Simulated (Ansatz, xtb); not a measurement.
C4H5FN2S: 5 structures ranked

5 gas-phase structures of C4H5FN2S, from a drawn sample of its isomers (lower ones may exist). Each was relaxed with GFN2-xTB; where two conformers were screened, the lower at r2SCAN-D4/def2-SVP is listed:

A. `C[C@H](F)c1ncns1`, a singlet
B. `Cc1nc(CF)ns1`, a singlet
C. `CCc1nsc(F)n1`, a singlet
D. `CNc1cnsc1F`, a singlet
E. `CNc1cnc(F)s1`, a singlet

Problem. Which do you expect lowest at r2SCAN-D4/def2-SVP, and how would the others follow?

Solution. Calculated order at r2SCAN-D4/def2-SVP: C (0.000), A (0.043), B (0.080), E (0.371), D (0.908) eV. Less than 1 kcal/mol parts C and A; A and B, so the order within those pairs means little. CCSD(T)/def2-SVP + ΔMP2/def2-TZVPP after further relaxation puts A lowest instead.

Energies above the lowest of each column, in eV; the last columns are at PBE-D3(BJ)/def2-SVP geometries and were run for some of them only (a dash: not run or not comparable):

```json
{"structure": "C", "GFN2-xTB": "0.007", "HF/STO-3G": "0.000", "r2SCAN-D4/def2-SVP": "0.000", "PBE-D3(BJ)/def2-SVP": "0.000", "CCSD(T)/def2-SVP + ΔMP2/def2-TZVPP": "0.091"}
{"structure": "A", "GFN2-xTB": "0.121", "HF/STO-3G": "0.404", "r2SCAN-D4/def2-SVP": "0.043", "PBE-D3(BJ)/def2-SVP": "0.050", "CCSD(T)/def2-SVP + ΔMP2/def2-TZVPP": "0.000"}
{"structure": "B", "GFN2-xTB": "0.000", "HF/STO-3G": "0.307", "r2SCAN-D4/def2-SVP": "0.080", "PBE-D3(BJ)/def2-SVP": "0.089", "CCSD(T)/def2-SVP + ΔMP2/def2-TZVPP": "0.045"}
{"structure": "E", "GFN2-xTB": "0.436", "HF/STO-3G": "0.680", "r2SCAN-D4/def2-SVP": "0.371", "PBE-D3(BJ)/def2-SVP": "0.365", "CCSD(T)/def2-SVP + ΔMP2/def2-TZVPP": "0.728"}
{"structure": "D", "GFN2-xTB": "0.736", "HF/STO-3G": "1.162", "r2SCAN-D4/def2-SVP": "0.908", "PBE-D3(BJ)/def2-SVP": "–", "CCSD(T)/def2-SVP + ΔMP2/def2-TZVPP": "–"}
```

CCSD(T)/def2-SVP + ΔMP2/def2-TZVPP puts A lowest of those it was run on; GFN2-xTB picks B, HF/STO-3G picks C, r2SCAN-D4/def2-SVP picks C, PBE-D3(BJ)/def2-SVP picks C. CCSD(T)/def2-SVP + ΔMP2/def2-TZVPP orders those it was run on as A (0.000), B (0.045), C (0.091), E (0.728) eV. Some further structures that were screened fall inside this span and aren't listed. Flexible structures stand in one conformer each, not always the lowest. Frequencies (GFN2-xTB) were run for A, B, C, E alone. The ΔMP2 step shifts differences by up to 0.150 eV, which makes them less sure. ΔMP2 is the change of the MP2 energy from the smaller to the larger basis.

Over these structures GFN2-xTB departs from r2SCAN-D4/def2-SVP by 0.084 eV on average once a common shift is removed. A GFN2-xTB relaxation took about 0.074 s and the r2SCAN-D4/def2-SVP energy about 1.3 s on a shared host (Ansatz 0.2.0, xtb 6.7.1).
